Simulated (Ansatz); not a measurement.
Consider the hydrogenolysis of the Al–N bond: `[NH2][AlH][GeH2][F]` + H₂ → `[F][GeH2][AlH2]` + NH₃.

Computed with Ansatz on PBE0-D4/def2-TZVP structures; ΔE is electronic, products minus reactants. CCSD(T)/CBS adds triple-zeta CCSD(T) − MP2 to the extrapolated MP2 energy (def2 sets, frozen cores). This one scheme is used for every species. Functionals use def2-TZVPP. For Ge outer-core shells are correlated without core-valence functions, which leaves a few kJ/mol of doubt a bond. Scalar relativity is left out up to krypton. Each species was taken in one conformer, which may not be the lowest.

`[NH2][AlH][GeH2][F]`:

```xyz
9

N     0.166    0.496    1.845
Al   -0.860   -0.274    0.639
Ge    0.176   -0.279   -1.620
F     1.727    0.526   -1.372
H     1.070    0.885    1.625
H    -0.044    0.614    2.823
H    -2.272   -0.871    1.031
H    -0.511    0.548   -2.730
H     0.548   -1.645   -2.240
```

H₂:

Cartesian coordinates in Å:
```
H -0.032 0.289 0.234
H 0.032 -0.289 -0.234
```

`[F][GeH2][AlH2]`:

Z-matrix (Å, degrees):
```
Ge
Al 1 2.493
F 1 1.758 2 108.2
H 1 1.545 2 115.6 3 -116.7
H 1 1.546 2 115.7 3 116.7
H 2 1.583 1 120.5 3 0.2
H 2 1.587 1 118.2 3 180.0
```

NH₃:

Z-matrix (Å, degrees):
```
N
H 1 1.013
H 1 1.013 2 107.1
H 1 1.013 2 107.1 3 -114.5
```

**Question.** Is it downhill or uphill in electronic energy at CCSD(T)/CBS, and by how much? (Estimate.)

**Answer.** Ansatz gave: Uphill: ΔE = +0.91 eV.

**Question.** What do these levels give: PBE-D4, revPBE-D4, r2SCAN-D4, B97M-V, PBE0-D4, BHLYP-D4, CAM-B3LYP-D4, ωB97M-V, BLYP, r2SCANh, SCS-MP2/def2-TZVPP, HF/CBS(def2)? (An estimate is asked.)

**Answer.** The calculation gave: PBE-D4 0.90, revPBE-D4 0.91, r2SCAN-D4 0.96, B97M-V 0.79, PBE0-D4 0.86, BHLYP-D4 0.88, CAM-B3LYP-D4 0.91, ωB97M-V 0.91, BLYP 0.87, r2SCANh 0.93, SCS-MP2/def2-TZVPP 0.92, HF/CBS(def2) 0.69 eV.

**Question.** What do rigid-rotor, harmonic-oscillator terms from PBE0-D4/def2-TZVP frequencies (298.15 K, 1 bar) make of the CCSD(T)/CBS value? (Best estimate.)

**Answer.** The calculation gave: ΔZPE = +0.12 eV, ΔH = +1.01 eV, ΔS = 31 J/(mol·K), ΔG = +0.91 eV.

Largest T1 diagnostic among the species: 0.013.

From BLYP to BHLYP (50 % exact exchange), in def2-TZVPP and without D4, ΔE moves by −0.05 eV. The D4 term adds +0.07 eV with B3LYP and +0.04 eV with PBE0; it sums over pairs of atoms, weighted by their polarisabilities, and B3LYP, whose exchange is more repulsive, gets the larger term. At CCSD(T), def2-SVP lies −0.05 eV from the extrapolated value and def2-TZVPP −0.02 eV.

B3LYP here is the variant with VWN-RPA as its local correlation; programs differ in this.
